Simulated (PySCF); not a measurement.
**Co: excitation energy**

Co [Ar] 3d7 4s2 (4F) → Co [Ar] 3d6 4s2 5s1 (6D), as a difference of total energies. Computed with PySCF 2.14 in aug-cc-pVTZ, with the non-relativistic Hamiltonian (point nucleus). Correlated levels: valence: [Ar] frozen. The calculations carry no spin-orbit coupling.

```json
{"method": "UHF", "excitation energy (eV)": "8.506"}
{"method": "MP2 (valence)", "excitation energy (eV)": "10.245"}
{"method": "SCS-MP2 (valence)", "excitation energy (eV)": "10.356"}
{"method": "CCSD (valence)", "excitation energy (eV)": "10.043"}
{"method": "CCSD(T) (valence)", "excitation energy (eV)": "10.140"}
```

**Question.** How much does correlation contribute at CCSD(T) (valence)?

**Answer.** 10.140 − (8.506) = 1.634 eV, measured against UHF.

The upper state lies above the first ionisation limit, but in LS coupling its spin forbids autoionisation to the ground ion. A Rydberg-like electron needs more diffuse functions than a valence basis has.

The promoted electron is Rydberg-like, and one or two diffuse shells describe it only roughly, which tends to raise the upper state.
